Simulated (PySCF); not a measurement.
## Magnetisability: `C#C[C@@]1(F)C=C[CH+][C@H]1F`, [C7H5F2]+, charge +1

Molfile (atoms numbered from 1):
```
C7H5F2
     RDKit          3D

 14 14  0  0  0  0  0  0  0  0999 V2000
    2.4491    0.6554   -0.8972 C   0  0  0  0  0  0  0  0  0  0  0  0
    1.5411    0.3342   -0.1851 C   0  0  0  0  0  0  0  0  0  0  0  0
    0.5005   -0.1105    0.7479 C   0  0  1  0  0  0  0  0  0  0  0  0
    1.0149   -0.4803    1.9370 F   0  0  0  0  0  0  0  0  0  0  0  0
   -0.4653    1.0099    0.8021 C   0  0  0  0  0  0  0  0  0  0  0  0
   -1.5068    0.8025   -0.0879 C   0  0  0  0  0  0  0  0  0  0  0  0
   -1.4171   -0.4695   -0.6250 C   0  0  0  0  0  0  0  0  0  0  0  0
   -0.3563   -1.2473    0.0325 C   0  0  1  0  0  0  0  0  0  0  0  0
    0.3128   -2.0834   -0.7733 F   0  0  0  0  0  0  0  0  0  0  0  0
    3.2701    0.9165   -1.5063 H   0  0  0  0  0  0  0  0  0  0  0  0
   -0.3291    1.8553    1.4623 H   0  0  0  0  0  0  0  0  0  0  0  0
   -2.2673    1.5274   -0.3315 H   0  0  0  0  0  0  0  0  0  0  0  0
   -1.9799   -0.8571   -1.4632 H   0  0  0  0  0  0  0  0  0  0  0  0
   -0.7673   -1.8536    0.8653 H   0  0  0  0  0  0  0  0  0  0  0  0
  1  2  3  0
  2  3  1  0
  3  4  1  1
  3  5  1  0
  5  6  2  0
  6  7  1  0
  7  8  1  0
  8  9  1  0
  8  3  1  0
  1 10  1  0
  5 11  1  0
  6 12  1  0
  7 13  1  0
  8 14  1  1
M  CHG  1   7   1
M  END
```

Computed, not measured: GIAO B3LYP/3-21G magnetisability, rotational g tensor and spin-rotation constants, non-relativistic, gas phase in PySCF. Geometry: GFN2-xTB.

For an ion the centre-of-mass motion in the field is neglected.

Q: How diamagnetic is it, and how anisotropic?

A: Isotropic -1009 × 10⁻³⁰ J/T², or -60.7 × 10⁻⁶ cm³/mol; principal values -1316, -903, -808 × 10⁻³⁰ J/T², anisotropy 468 × 10⁻³⁰ J/T² (root of half the summed squared differences of the principal values). The susceptibility is in cgs units.

Q: Split it along the inertial axes a, b, c into diamagnetic and paramagnetic parts about the centre of mass, with the quadrupole moment.

A: 
| axis | χ (10⁻⁶ cm³/mol) | diamagnetic (10⁻⁶ cm³/mol) | paramagnetic (10⁻⁶ cm³/mol) | summed x² of all electrons (Å²) | quadrupole Θ (D Å) |
| --- | --- | --- | --- | --- | --- |
| a | -59.9 | -631.2 | 571.3 | 113.8 | +10.91 |
| b | -51.5 | -751.0 | 699.4 | 85.5 | -4.05 |
| c | -70.8 | -845.5 | 774.7 | 63.3 | -6.87 |

Anisotropies 2χaa − χbb − χcc = +2.4 and 2χbb − χaa − χcc = +27.7 × 10⁻⁶ cm³/mol. Θ is traceless in Buckingham's convention.

Q: And the rotational g tensor?

A: 
```tsv
axis	rotational constant (GHz)	g	nuclear part	electronic part
a	2.0217	-0.0114	0.5312	-0.5426
b	1.6970	-0.0092	0.5484	-0.5576
c	1.4738	+0.0065	0.5428	-0.5364
```
Asymmetric top; isotopes 12C, 19F, 1H; no vibrational averaging.
